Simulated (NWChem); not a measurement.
Species: SiN$_{2}$H$_{4}$Cl$_{2}$; SMILES N[Si](N)(Cl)Cl

```xyz
9

N      0.2766    -1.3580    -1.3545
Si     0.0000     0.0000    -0.3605
N     -0.2766     1.3580    -1.3545
Cl     1.6603     0.0791     0.8960
Cl    -1.6603    -0.0791     0.8960
H     -0.4130    -1.6037    -2.0554
H      0.7581    -2.1703    -0.9894
H      0.4130     1.6037    -2.0554
H     -0.7581     2.1703    -0.9894
```
Atoms are numbered in this order, from 1.

All runs: NWChem. Pople sets run with spherical d functions. Structure relaxed at the B3LYP/6-31G* (spherical d) level. Vzz is the largest principal value of the second derivative of the potential at the nucleus (NWChem prints the opposite sign); η is the asymmetry. Non-relativistic.

For level B3LYP/def2-TZVP:

```yaml
Vzz N3 (a.u.): -0.850
Vzz Cl5 (a.u.): 2.138
```

**Question.** How do the values read with level PBE/6-31G* instead?

**Answer.** The vzz N3 (a.u.) comes out as -0.818 and the vzz Cl5 (a.u.) is 2.035.
